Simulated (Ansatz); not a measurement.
`CO[Si](F)(S)Cl` and `CO[Si](F)(Cl)SC` differ in one atom or group.

Ansatz, PBE0-D4/def2-TZVP geometries, multiplicity 1. Each molecule was computed in one conformer, which needn't be the lowest.

```json
{"property": "HOMO–LUMO gap (PBE/def2-TZVPP) / eV", "`CO[Si](F)(S)Cl`": "5.81"}
{"property": "LUMO energy (PBE/def2-TZVPP) / eV", "`CO[Si](F)(S)Cl`": "-0.99"}
{"property": "LUMO energy (PBE0/def2-TZVPP) / eV", "`CO[Si](F)(S)Cl`": "-0.03"}
{"property": "HOMO–LUMO gap (B3LYP/def2-TZVPP) / eV", "`CO[Si](F)(S)Cl`": "7.53"}
{"property": "HOMO energy (B3LYP/def2-TZVPP) / eV", "`CO[Si](F)(S)Cl`": "-7.82"}
{"property": "LUMO energy (ωB97M-V/def2-TZVPP) / eV", "`CO[Si](F)(S)Cl`": "1.91"}
```

**Question.** Give the same properties after the change, and the shifts. (An estimate is asked.)

**Answer.** The calculation gave: 
| property | `CO[Si](F)(Cl)SC` | shift |
| --- | --- | --- |
| HOMO–LUMO gap (PBE/def2-TZVPP) / eV | 5.21 | -0.60 |
| LUMO energy (PBE/def2-TZVPP) / eV | -0.92 | 0.07 |
| LUMO energy (PBE0/def2-TZVPP) / eV | 0.03 | 0.06 |
| HOMO–LUMO gap (B3LYP/def2-TZVPP) / eV | 6.93 | -0.60 |
| HOMO energy (B3LYP/def2-TZVPP) / eV | -7.14 | 0.68 |
| LUMO energy (ωB97M-V/def2-TZVPP) / eV | 1.93 | 0.02 |

With PBE0 the HOMO rises by 0.71 eV and the LUMO rises by 0.06 eV, so the gap narrows by about 0.65 eV. PBE moves the HOMO by 0.66 eV and ωB97M-V by 0.71 eV.

B3LYP here is the variant with VWN-RPA as its local correlation; programs differ in this.
